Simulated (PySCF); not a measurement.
MGe for M along group 14

PBE0 with double-zeta basis sets in PySCF, for the lowest determinant that a PBE0 search found; no spin–orbit coupling. De refers to high-spin ground-configuration atoms. A positive dipole means M(−)Ge(+).

```tsv
M	basis	state (unpaired electrons)	Re (Å)	ωe (cm⁻¹)	De (eV)	μ (D)
C	aug-cc-pVDZ-PP/aug-cc-pVDZ	triplet (σ ↑, π ↑)	1.804	805	3.73	2.03
Ge	pcseg-1	triplet (π ↑↑)	2.389	295	2.95	n/a
Sn	def2-SVP	triplet (π ↑↑)	2.576	243	2.61	-0.68
Pb	def2-SVP	triplet (π ↑↑)	2.646	214	2.45	-1.26
```

The shortest bond is that of GeC (1.804 Å), the longest that of GePb (2.646 Å).

The rows differ in basis set, which adds steps of its own.

The state changes along the series, so neighbouring rows are not always alike in their bonding.

These are scalar-relativistic numbers at best; spin–orbit coupling would shift them, the dissociation energy most. States were picked by a PBE0 search and need not be the measured ground states.
